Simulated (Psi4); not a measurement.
Pair of molecules, SMILES CO with SMILES O=CO (the first has 6 atoms); geometry from B3LYP-D3(BJ)/def2-TZVP, rigid monomers moved along the line of their centres of mass till O2···H11 is 1.58 Å.
(charge 0, multiplicity 1):
```xyz
11

C     -0.1896    -0.3503     0.1830
O      0.4893    -0.8055     1.3522
H     -0.9040     0.4454     0.4141
H     -0.7288    -1.2018    -0.2278
H      0.5196     0.0110    -0.5655
H      0.9374    -0.0547     1.7799
O      0.8192     0.8509     3.3933
C      0.0088     0.2168     4.0306
O     -0.6470    -0.8509     3.6051
H     -0.2752     0.4703     5.0598
H     -0.3586    -1.0422     2.6689
```

The numbers are results of SAPT0/jun-cc-pV(D+d)Z (Psi4), not measurements.

Q: Which attractive term is largest, and how does the interaction split up?

A: electrostatics -136.9, exchange 172.2, induction -57.8, dispersion -26.0, total -48.5 kJ/mol; the largest attraction is electrostatics.
